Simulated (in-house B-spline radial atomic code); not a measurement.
## Ga5+: [Ar] 3d8

All numbers are computed (non-relativistic PW91, spin-polarised, spherical fractional occupations; point nucleus) with a B-spline radial code for spherical atoms, not measured.

Z_r = [3n² - l(l+1)]/(2<r>); Z_e = n√(-2ε); the last column is Slater's effective charge. Values are occupation-weighted means over spin.

| shell | electrons | ε (eV) | <r> (bohr) | Z_r | Z_e | Slater |
| --- | --- | --- | --- | --- | --- | --- |
| 1s | 2 | -10182 | 0.04943 | 30.35 | 27.36 | 30.70 |
| 2s | 2 | -1321.4 | 0.2215 | 27.09 | 19.71 | 26.85 |
| 2p | 6 | -1181 | 0.1922 | 26.02 | 18.63 | 26.85 |
| 3s | 2 | -227.52 | 0.651 | 20.74 | 12.27 | 19.75 |
| 3p | 6 | -181.57 | 0.6648 | 18.80 | 10.96 | 19.75 |
| 3d | 8 | -102.35 | 0.7052 | 14.89 | 8.23 | 10.55 |

The least bound orbital is 3d down at -100.6 eV, and it is also the most diffuse (<r> = 0.7095 bohr).
